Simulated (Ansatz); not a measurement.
A structure relaxed at PBE0-D4/def2-TZVP in Ansatz, charge 1, doublet:

```tsv
atom	x (Å)	y (Å)	z (Å)
W1	0.1746	0.0117	2.1855
Se2	0.0011	0.0030	-0.0229
Se3	-0.1758	-0.0147	-2.1625
```

Give its formula and point group.

the cluster WSe₂⁺. Point group C∞v (tolerance 0.1 Å).

Summarise the bond lengths by kind (pairs closer than 1.2 times the sum of covalent radii, bridged metal pairs left out).

1 × Se–W 2.22 Å; 1 × Se–Se 2.15 Å. The metal has 1 neighbour: Se 2.22 Å.

In the def2 sets W takes a core potential; there is no spin–orbit coupling. The charge 1 doublet is spin-contaminated (final ⟨S²⟩ up to 2.17, 0.75 for a pure state). Another isomer (quartet) lies 2.91 eV lower at PBE0-D4/def2-TZVP; other spin states weren't run for this one.
